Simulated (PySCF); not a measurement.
# 4-methyl-1-hexene, C7H14

Cartesian coordinates in Å; atom numbers follow the order of the lines, from 1:
```xyz
21

C     2.6475   -1.5725    0.1052
C     1.9591   -0.6197    0.7052
C     1.2985    0.5259    0.0086
C    -0.1987    0.6292    0.3426
C    -0.7672    1.9272   -0.2254
C    -0.9395   -0.5996   -0.1956
C    -2.3806   -0.7028    0.2907
H     2.7775   -1.5895   -0.9647
H     3.1140   -2.3742    0.6525
H     1.8453   -0.6291    1.7824
H     1.7903    1.4521    0.3235
H     1.4250    0.4280   -1.0716
H    -0.3074    0.6480    1.4335
H    -0.2118    2.7838    0.1514
H    -0.6992    1.9273   -1.3115
H    -1.8095    2.0523    0.0554
H    -0.3955   -1.4929    0.1206
H    -0.9264   -0.5745   -1.2878
H    -2.8231   -1.6396   -0.0410
H    -2.9876    0.1113   -0.0974
H    -2.4196   -0.6736    1.3777
```

The calculation used GIAO KT3/pcSseg-1 magnetisability, rotational g tensor and spin-rotation constants, non-relativistic, gas phase (PySCF 2.14.0). Geometry: GFN2-xTB.

(1) What are the magnetisability and the molar susceptibility?

(2) Split it along the inertial axes a, b, c into diamagnetic and paramagnetic parts about the centre of mass, with the quadrupole moment.

(3) And the rotational g tensor?

## Answers

(1) Isotropic -1290 × 10⁻³⁰ J/T², or -77.7 × 10⁻⁶ cm³/mol; principal values -1378, -1273, -1218 × 10⁻³⁰ J/T², anisotropy 140 × 10⁻³⁰ J/T² (root of half the summed squared differences of the principal values). The susceptibility is in cgs units.

(2) 
| axis | χ (10⁻⁶ cm³/mol) | diamagnetic (10⁻⁶ cm³/mol) | paramagnetic (10⁻⁶ cm³/mol) | summed x² of all electrons (Å²) | quadrupole Θ (D Å) |
| --- | --- | --- | --- | --- | --- |
| a | -80.2 | -451.4 | 371.2 | 192.1 | -2.03 |
| b | -79.4 | -923.1 | 843.7 | 80.9 | -0.41 |
| c | -73.4 | -1158.1 | 1084.7 | 25.5 | +2.44 |

Anisotropies 2χaa − χbb − χcc = -7.6 and 2χbb − χaa − χcc = -5.3 × 10⁻⁶ cm³/mol. Θ is traceless in Buckingham's convention.

(3) 
| axis | rotational constant (GHz) | g | nuclear part | electronic part |
| --- | --- | --- | --- | --- |
| a | 3.8358 | -0.0032 | 0.6658 | -0.6690 |
| b | 1.5506 | -0.0025 | 0.6121 | -0.6146 |
| c | 1.2063 | -0.0063 | 0.6083 | -0.6147 |

Asymmetric top; isotopes 12C, 1H; no vibrational averaging.
